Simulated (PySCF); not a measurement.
## Excitation energies in several basis sets

C₂H₁₀AlN.
SMILES: `C[CH2][AlH2-][NH3+]`

TDDFT with PBE0 (PySCF), vertical singlets, core orbitals frozen in the response, spherical d and f functions. The structure is a single PBE0-D3(BJ)/def2-SVP conformer in the gas phase; no vibrational or solvent corrections.

Question: How do the low singlets change with the basis? Take 6-31+G*, aug-cc-pVDZ, def2-TZVP and def2-TZVPD.

Answer: 

```csv
basis,functions,diffuse,S1 (eV),S2 (eV),S3 (eV),S4 (eV),S5 (eV),LUMO (eV),α (au)
6-31+G*,96,yes,4.97,5.55,6.11,6.54,6.75,-0.68,62.8
aug-cc-pVDZ,186,yes,4.85,5.38,5.91,6.12,6.35,-0.92,70.8
def2-TZVP,190,no,5.33,5.87,6.63,7.15,7.19,-0.26,65.1
def2-TZVPD,244,yes,5.02,5.56,6.17,6.56,6.71,-0.68,70.1
```

States are compared by their number. Against the largest diffuse basis here (def2-TZVPD, itself not a converged limit), sets without diffuse functions differ by up to 0.31 eV in S1 and 0.48 eV in S5; the smaller diffuse sets differ by up to 0.17 and 0.36 eV. Every set without diffuse functions puts S1 more than 0.3 eV higher, so even the lowest state needs them here. State by state, the largest deviation of a set without diffuse functions is S1 0.31, S2 0.31, S3 0.46, S4 0.59, S5 0.48 eV. The same number needn't mean the same state in each row. Against def2-TZVPD the polarisability deviates by -10% in 6-31+G*, +1% in aug-cc-pVDZ, -7% in def2-TZVP. A single + in a Pople set puts diffuse functions on heavy atoms only.
